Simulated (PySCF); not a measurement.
Pd⁺ (palladium, charge +1) across methods

[Kr] 4d8 5s1, high-spin 4F determinant (an excited configuration). Computed with PySCF 2.14 in aug-cc-pVTZ-DK (9s8p6d3f2g, 102 functions), with scalar relativity by spin-free X2C-1e.

| method | E (hartree) | mean ε 4d α (eV) | mean ε 4d β (eV) | mean ε 5s α (eV) | Σ⟨r²⟩ (bohr²) | ⟨S²⟩ |
| --- | --- | --- | --- | --- | --- | --- |
| MN15 | -5048.18 | -21.508 | -20.135 | -14.383 | 39.99 | 3.751 |
| UHF | -5042.26964 | -25.759 | -23.818 | -15.251 | 40.15 | 3.753 |
| LDA | -5039.33 | -18.862 | -17.386 | -13.356 | 39.95 | 3.750 |
| PW91 | -5045.12 | -18.754 | -17.309 | -13.137 | 39.97 | 3.751 |
| r2SCAN | -5044.71 | -19.125 | -17.545 | -13.270 | 39.73 | 3.752 |
| PBE | -5044.31 | -18.691 | -17.229 | -13.044 | 39.99 | 3.751 |
| PBE0 | -5044.38 | -20.676 | -19.111 | -13.744 | 39.85 | 3.751 |

**Question.** Estimate the same row for r2SCANh.

**Answer.** E (hartree) = -5044.70; mean ε 4d α (eV) = -19.873; mean ε 4d β (eV) = -18.272; mean ε 5s α (eV) = -13.554; Σ⟨r²⟩ (bohr²) = 39.71; ⟨S²⟩ = 3.752.
